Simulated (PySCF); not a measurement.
# Two-dimensional NMR puzzle

Compound of formula C5H6N2O. Correlations simulated from computed shifts and the bond graph:

HSQC (one-bond C–H):
```csv
δH,δC
6.84,157.2
5.75,106.5
3.29,25.9
```

COSY cross peaks (H two or three bonds apart, from the bond graph; peaks can be absent where the dihedral angle is near 90°):
```csv
δH,δH
6.84,5.75
6.19,3.29
```

HMBC (two and three bonds, from the bond graph):
```csv
δH,δC
6.84,"164.1, 121.5, 106.5"
6.19,"164.1, 157.2, 25.9"
5.75,"164.1, 157.2, 121.5"
3.29,164.1
```

Carbons without hydrogens: δ 164.1, 121.5.

Theoretical values (PySCF): GIAO PBE0/pcSseg-1 shieldings, geometry: GFN2-xTB. Non-relativistic Hamiltonian, a single conformation, gas phase, one averaged value for each set of equivalent atoms.

Chemical shifts δ = σref − σ; TMS for 1H (σ = 31.72 ppm) and 13C (σ = 186.93 ppm), all at this level.

Exchangeable hydrogens are left out of these lists.

Question: Work out the connectivity.

Answer: `CNC(=O)/C=C\C#N`.

Atoms are numbered as in `[CH3:1][NH:2][C:3](=[O:4])/[CH:5]=[CH:6]\[C:7]#[N:8]`; H(Xn) means a hydrogen on atom n.

1. δC 164.1 is C3, an amide carbonyl carbon.
2. δC 157.2 is C5, an α carbon of a C=C–C=O unit (δH 6.84).
3. δC 121.5 is C7, a nitrile carbon.
4. δC 106.5 is C6, a β carbon of a C=C–C=O unit (δH 5.75).
5. δC 25.9 is C1, a methyl carbon bonded to N (δH 3.29).
6. HMBC from δH 6.84 reaches the proton-free carbons C3, C7.
7. HMBC from δH 5.75 reaches the proton-free carbons C3, C7.
8. HMBC from δH 3.29 reaches the proton-free carbon C3.
9. COSY links 6.84–5.75, 6.19–3.29.

This is the structure that produced the data.

Exchangeable OH/NH protons stand at their gas-phase positions; hydrogen bonding in a real sample shifts them, mostly to higher δ. Shifts are as computed. Against solution values, carbons near 30 ppm lie about +3 ppm off and those near 130 ppm about +5 ppm. Of 1309 compounds with measured shifts, 239 miss one by over three times the rms of a fit or turn the order of signals round; such compounds aren't used in these exercises. Hydrogen bonding in solution deshields acid and N–H amide carbonyl carbons by as much as 10 ppm beyond these values.
